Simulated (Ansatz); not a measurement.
Question: Name a neutral molecule of Al, B, C, N, O and H with HOMO energy (B3LYP/def2-TZVPP) between -5.70 and -5.40 eV and size of the dipole moment (ωB97M-V/def2-TZVPP) between 4.60 and 4.90 D (Ansatz, PBE0-D4/def2-TZVP geometry).

Answer: `N[BH][Al]1[CH2][O]1` (-5.70 eV, 4.81 D). Other molecules can fit too; these were computed, each in one conformer that needn't be the lowest.

B3LYP here is the variant with VWN-RPA as its local correlation; programs differ in this.
